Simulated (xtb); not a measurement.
SnOF2, SMILES [O]=[Sn]([F])[F]. All values are semi-empirical tight-binding results from xtb (GFN2-xTB unless named), good for trends rather than for accurate numbers. Geometry: GFN2-xTB.

For metal compounds this method's bond lengths and energies can be far off.

**Question.** Estimate the properties. (The exact figures need the calculation; the answer reports its results.)

**Answer.** 
- point group as xtb finds it: C2v
- orbital gap: 3.78 eV
- zero-point energy: 2.7 kcal/mol
- G − E(el) at 298.15 K (modified RRHO): -16.3 kcal/mol
